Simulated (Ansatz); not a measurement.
```json
{"atom": "C", "x (Å)": "-0.0126", "y (Å)": "0.0195", "z (Å)": "-1.1607"}
{"atom": "S", "x (Å)": "-0.0179", "y (Å)": "0.0360", "z (Å)": "0.4485"}
```

Basis set: STO-3G (spherical functions). Correlated methods keep 6 orbitals frozen. Charge 0, multiplicity 1.

Computed with Ansatz (development build ahead of 0.2.0); each method stands on the lowest determinant of its kind that the runs found. Restricted open shells among the atoms or ions are ROHF, correlated in semicanonical orbitals with singles.

Problem. Give the atomization energy at this shape (free ground-state atoms in the same class of orbitals less the molecule, no zero-point energy) of singlet CS by RHF-MP2, RHF.

Solution.

```
 method  atomization energy
RHF-MP2     160.83 kcal/mol
    RHF      83.27 kcal/mol
```

This basis has no polarisation functions and is too small for such energies, which can lie far from measured ones in either direction.
